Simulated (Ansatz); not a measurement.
Job for Ansatz (a first-principles code): R-BLYP/def2-TZVPP on GaH6N3 (SMILES [NH2][Ga]([NH2])[NH2]), a point of a torsion scan.

Ansatz 0.2 input:
```yaml
crystal:
  periodic: [false, false, false]
  atoms:
    - {symbol: N, position_ang: [-0.60183804, 1.77550059, -0.19599750]}
    - {symbol: Ga, position_ang: [-0.40549741, -0.05522527, -0.42061372]}
    - {symbol: N, position_ang: [0.43306023, -1.13327630, 0.79799943]}
    - {symbol: N, position_ang: [-0.83216299, -0.76474589, -2.04542098]}
    - {symbol: H, position_ang: [-1.44870614, 2.07081488, 0.28323719]}
    - {symbol: H, position_ang: [0.16960771, 2.19246726, 0.32221121]}
    - {symbol: H, position_ang: [0.47629168, -2.13570975, 0.67606919]}
    - {symbol: H, position_ang: [0.49629240, -0.91286615, 1.78349117]}
    - {symbol: H, position_ang: [-1.37022737, -0.20360519, -2.69420073]}
    - {symbol: H, position_ang: [-1.06868490, -1.74118482, -2.16811258]}
basis:
  gaussian:
    orbitals: def2-TZVPP
hamiltonian:
  xc: {name: BLYP}
scf: {lower_state_search: off}
```

Output:

```
WARN ansatz: RAYON_NUM_THREADS=2 ignored (pool sized by the plan → 2); use --threads N
Functional definition: BLYP
these checks for a lower state are left out or cut short: stability, starts, cluster_reference, orbital_swaps, neighbouring_geometries, increment
integrals: 0.14 GiB planned
1187 factors; their error is unknown
mean field: 0.98 GiB planned
mean field evaluation 1: about -56916.9243 eV, gradient 1.4e2 eV
mean field evaluation 2: about -56799.4869 eV, gradient 2.3e2 eV
mean field evaluation 4: about -56949.1983 eV, gradient 1.7e1 eV
mean field evaluation 8: about -56949.8299 eV, gradient 1.7e-1 eV
mean field evaluation 16: about -56949.8117 eV, gradient 3.4e-4 eV
mean field -56949.81166517 eV, -2092.8669767261 hartree, gradient 4.0e-6 eV, S^2 0.000000; 0 other end points of the search recorded, 0 dependent functions left out
reference -56949.81199980 eV, -2092.8669890238 hartree; 29, 29 occupied and 196, 196 virtual orbitals, 1187 factors
Total energy: -56949.81199980 eV, -2092.8669890238 hartree
Checks for a lower state left out: stability, starts, cluster_reference, orbital_swaps, neighbouring_geometries, increment
```

The calculation finished and met its thresholds.

Cost: very roughly 2.2 core-seconds.
